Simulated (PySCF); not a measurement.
**La⁺ (lanthanum, charge +1) across methods**

[Xe] 5d1 6p1, one real determinant (an excited configuration). Calculation: PySCF 2.14, in def2-TZVPPD with the def2 core potential (46 electrons) (6s5p3d2f1g, 59 functions); a scalar-relativistic core potential.

| method | E (hartree) | mean ε 5p β (eV) | mean ε 5d α (eV) | mean ε 6p α (eV) | Σ⟨r²⟩ (bohr²) | ⟨S²⟩ |
| --- | --- | --- | --- | --- | --- | --- |
| LDA | -31.0638 | -29.301 | -9.864 | -6.451 | 65.59 | 2.000 |
| r2SCAN | -31.1716 | -29.940 | -10.134 | -6.402 | 66.04 | 2.002 |
| PBE0 | -31.1563 | -31.017 | -10.925 | -6.793 | 66.14 | 2.001 |
| PBE | -31.1715 | -29.358 | -9.945 | -6.433 | 65.74 | 2.001 |
| UHF | -30.80775 | -34.969 | -13.266 | -7.503 | 68.50 | 2.004 |
| TPSS | -31.1669 | -29.538 | -9.943 | -6.374 | 66.06 | 2.001 |
| r2SCAN0 | -31.1458 | -31.364 | -11.072 | -6.746 | 66.23 | 2.002 |
| BP86 | -31.2165 | -29.466 | -10.019 | -6.526 | 65.43 | 2.001 |

(1) Estimate the same row for PBEsol.

⟨L²⟩ = 8.01 against 12 for a pure F term, so this real determinant mixes terms. Energies and moments cover only the electrons outside the core potential. Spin-orbit coupling, absent here, splits the open shell strongly.

## Answers

(1) E (hartree) = -31.0997; mean ε 5p β (eV) = -29.263; mean ε 5d α (eV) = -9.884; mean ε 6p α (eV) = -6.414; Σ⟨r²⟩ (bohr²) = 65.73; ⟨S²⟩ = 2.001.
